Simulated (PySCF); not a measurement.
# [Yb(H2O)4]3+ at several levels of theory

Computed with PySCF 2.14.0 (density fitting, no spin-orbit coupling) at the geometry relaxed with PBE0:

```xyz
13
[Yb(H2O)4]3+ (singlet in the valence; each metal's 4f electrons, 13 of them, lie in its core potential, out of spins and levels)
Yb    0.0001    0.0000    0.0000
O     1.3170    1.2992    1.2319
H     2.1234    1.0471    1.7380
H     1.2380    2.2675    1.3961
O    -1.3167   -1.2321    1.2992
H    -1.2382   -1.3958    2.2674
H    -2.1237   -1.7377    1.0470
O     1.3170   -1.2992   -1.2319
H     1.2380   -2.2675   -1.3961
H     2.1234   -1.0471   -1.7380
O    -1.3167    1.2321   -1.2992
H    -2.1237    1.7377   -1.0470
H    -1.2382    1.3958   -2.2674
```

```
level                                              basis    state  HOMO (eV)  gap (eV)  charge on Yb1 (e)  population of f-type functions on Yb1 (polarisation alone where 4f lies in the core)  dipole about the centre of mass (D)  largest force component (eV/Å)
 PBE0  Yb lcecp-1-SVP with ECP59, O def2-SVP, H def2-SVP  singlet     -24.66      9.65               1.70                                                                                  0.04                                 0.00                            0.01
```

In the lcecp rows the 4f levels are missing from HOMO and gap, and the state counts the valence alone.

Charges are Mulliken's, which hang on the basis. The relaxation used the grid (50, 194), these runs (75, 302) or, all-electron (x2c bases, spin-free X2C Hamiltonian), (99, 590).

Problem. A further run in the first row's basis gives HOMO (eV) -23.61, gap (eV) 8.24, charge on Yb1 (e) 1.67, population of f-type functions on Yb1 (polarisation alone where 4f lies in the core) 0.04, dipole about the centre of mass (D) 0.00, largest force component (eV/Å) 0.24. Which level was it?
A. TPSSh
B. CAM-B3LYP

Solution. A. The others give HOMO -26.17 eV (CAM-B3LYP).

In the first row's basis the gap widens with exact exchange: 8.2 to 9.6 eV for TPSSh, PBE0 (a fixed share); 12.3 eV for CAM-B3LYP (rising or full at long range).

No frequency check is given that shows the relaxed geometry to be a minimum, and it was reached by following one of several unstable modes of a saddle point. An lcecp potential fixes the number of 4f electrons, so in runs with it no electron can move into or out of that shell.
